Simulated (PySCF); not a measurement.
Pb(F)(NH2) (FH2NPb), SMILES [Pb]([F])[NH2] (connectivity only; charge and spin as stated), neutral, multiplicity 1. Atoms are numbered in the order given.

```xyz
5

Pb     0.2606     0.0797     0.0000
F     -1.5207     1.1446     0.0000
N     -0.7853    -1.7650     0.0000
H     -1.7961    -1.7888     0.0000
H     -0.3882    -2.6935     0.0000
```
Charge 0, spin multiplicity 1.

Coordinates come from a B3LYP-D3(BJ)/def2-TZVP optimisation. The def2 effective core potentials stand for the cores of Pb; spin–orbit coupling is left out. The values are those of a single conformer.

Method: M06-2X/def2-TZVPD in PySCF.

Mulliken values depend strongly on the basis, most of all with diffuse functions as here. ESP charges are fitted to the potential on shells at 1.4 to 2.0 van der Waals radii. Atomic charges (e):

```tsv
atom	ESP fit	Mulliken
Pb1	(withheld)	0.99
F2	(withheld)	-0.68
N3	(withheld)	-0.81
H4	(withheld)	0.25
H5	(withheld)	0.24
```

Task: Complete the blanks. (Estimate from the structure and the level; the computed values follow.)

Result: 
- Pb1, ESP fit: 0.67
- F2, ESP fit: -0.44
- N3, ESP fit: -0.83
- H4, ESP fit: 0.32
- H5, ESP fit: 0.29
